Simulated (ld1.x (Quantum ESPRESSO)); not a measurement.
**u(r) = r·R(r): atom against pseudo-atom (Ti)**

Columns: radius, all-electron u(r) and pseudo u(r) of the 4p shell (level -1.54 eV) of titanium in the configuration [Ar] 3d2 4s2 4p0; LDA (PZ), scalar-relativistic, TM scheme, ld1.x (Quantum ESPRESSO) 7.5.

```json
{"r (bohr)": "0.198", "all-electron": "0.1065", "pseudo": "0.0030"}
{"r (bohr)": "0.395", "all-electron": "-0.0286", "pseudo": "0.0120"}
{"r (bohr)": "0.593", "all-electron": "-0.1547", "pseudo": "0.0269"}
{"r (bohr)": "0.790", "all-electron": "-0.1902", "pseudo": "0.0473"}
{"r (bohr)": "0.988", "all-electron": "-0.1564", "pseudo": "0.0732"}
{"r (bohr)": "1.185", "all-electron": "-0.0864", "pseudo": "0.1040"}
{"r (bohr)": "1.383", "all-electron": "-0.0022", "pseudo": "0.1392"}
{"r (bohr)": "1.580", "all-electron": "0.0823", "pseudo": "0.1780"}
{"r (bohr)": "1.778", "all-electron": "0.1614", "pseudo": "0.2195"}
{"r (bohr)": "1.975", "all-electron": "0.2313", "pseudo": "0.2622"}
{"r (bohr)": "2.173", "all-electron": "0.2919", "pseudo": "0.3049"}
{"r (bohr)": "2.370", "all-electron": "0.3426", "pseudo": "0.3455"}
{"r (bohr)": "2.568", "all-electron": "0.3845", "pseudo": "0.3828"}
{"r (bohr)": "2.765", "all-electron": "0.4177", "pseudo": "0.4150"}
{"r (bohr)": "2.963", "all-electron": "0.4436", "pseudo": "0.4414"}
{"r (bohr)": "3.160", "all-electron": "0.4625", "pseudo": "0.4613"}
{"r (bohr)": "3.358", "all-electron": "0.4755", "pseudo": "0.4750"}
{"r (bohr)": "3.555", "all-electron": "0.4832", "pseudo": "0.4831"}
{"r (bohr)": "3.753", "all-electron": "0.4863", "pseudo": "0.4863"}
{"r (bohr)": "3.950", "all-electron": "0.4855", "pseudo": "0.4855"}
{"r (bohr)": "4.148", "all-electron": "0.4814", "pseudo": "0.4814"}
{"r (bohr)": "4.345", "all-electron": "0.4744", "pseudo": "0.4744"}
{"r (bohr)": "4.542", "all-electron": "0.4651", "pseudo": "0.4651"}
{"r (bohr)": "4.740", "all-electron": "0.4539", "pseudo": "0.4539"}
{"r (bohr)": "4.938", "all-electron": "0.4411", "pseudo": "0.4411"}
{"r (bohr)": "5.135", "all-electron": "0.4272", "pseudo": "0.4272"}
```

(1) How many radial nodes do the two functions have?

(2) At about which radius was the pseudo-wave matched?

(3) Where does each function peak?

(4) Is the pseudo-wave norm-conserving?

## Answers

(1) The all-electron 4p function has n − l − 1 = 2; the pseudo-wave has 0, since the states of the same l below it are removed with the core.

(2) 3.95 bohr. The columns agree to 0.0005 from 3.56 bohr on; several derivatives are matched, so the curves merge somewhat inside the radius.

(3) Outermost all-electron maximum near 3.75 bohr, pseudo maximum near 3.75 bohr (to the table’s step).

(4) Yes: the TM scheme keeps the norm inside the radius equal to the all-electron one, which fixes the energy derivative of the logarithmic derivative at the level.
